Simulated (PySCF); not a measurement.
NbF4, SMILES [F][Nb]([F])([F])[F] (connectivity only; charge and spin as stated), neutral, multiplicity 2. The structure is a stationary point at PBE0-D3(BJ)/def2-SVP. The multiplicity is an assumed one; other spin states were not compared. The isomer is the one that the SMILES or the coordinates give; other isomers of the formula were not compared. The def2 effective core potentials stand for the cores of Nb; spin–orbit coupling is left out.

Computed with PBE0-D3(BJ)/def2-SVP run with PySCF.

Harmonic wavenumbers (cm⁻¹): 151, 163, 163, 176, 199, 684, 706, 740, 740. Rotational constants (GHz): 3.310, 3.310, 2.314; symmetry number 4.

Problem. Work out the zero-point energy and the ideal-gas rigid-rotor harmonic-oscillator thermochemistry at 298.15 K and 1 atm.

Solution. ZPE = ½ Σ hcν = ½ × 3720 cm⁻¹ = 22.25 kJ/mol. H − E(el) = 41.29 kJ/mol. Entropy in J/(mol K): translation 172.72, rotation 101.20, vibration 55.95, spin 5.76, total 335.63. G − E(el) = -58.78 kJ/mol. Cp = 85.89 J/(mol K).
